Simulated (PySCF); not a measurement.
Molecule: 4,4,4-trifluorobutan-2-one (C(CC(C)=O)(F)(F)F, C₄H₅F₃O).

Numbering as in the mapped SMILES `[CH3:1][C:2](=[O:3])[CH2:4][C:5]([F:6])([F:7])[F:8]`. Each H is labelled by its parent atom.

Geometry PBE0-D3(BJ)/def2-SVP throughout; GIAO in PySCF 2.14, gas phase, one conformer, non-relativistic; equivalent atoms averaged; basis pcSseg-1.

For orientation, HF gives these shifts δ (against TMS, H2O, CFCl3 at the same level): C2 202.2, C5 112.7, C4 46.2, C1 28.7, O3 706.2, F6/F7/F8 -46.9, H(C4) 2.79, H(C1) 2.32 ppm.

A run gave: C2 203.3, C5 129.7, C4 52.0, C1 31.8, O3 712.7, F6/F7/F8 -68.9, H(C4) 2.78, H(C1) 2.32 ppm (shifts δ (against TMS, H2O, CFCl3 at the same level)).

Which functional was used in that run?
A. wB97X-D
B. BHandHLYP
C. B3LYP
D. PBE
E. B97-D

## Answers

A. F6/F7/F8 tells them apart best: wB97X-D gives -68.9, B3LYP gives -77.4, PBE gives -91.3, B97-D gives -88.9, BHandHLYP gives -62.5 ppm.
